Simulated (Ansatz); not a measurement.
Input for Ansatz (development build ahead of 0.2.0):

```yaml
crystal:
  periodic: [false, false, false]
  atoms:
    - { symbol: "N", position_ang: [0.55, 0.0, 2.8] }
    - { symbol: "N", position_ang: [-0.55, 0.0, 2.8] }
    - { symbol: Li, position_ang: [1.34, 0.0, 0.0] }
    - { symbol: Li, position_ang: [-1.34, 0.0, 0.0] }
basis:
  gaussian: { orbitals: "6-31G" }
hamiltonian:
  xc: hf
```

The input is written out in the form of the current development build from the run's settings.

The run gave:

| Item | Value |
| --- | --- |
| Converged | yes |
| Total energy | -123.71405 hartree |
| Spin squared of the determinant | 0.000 |
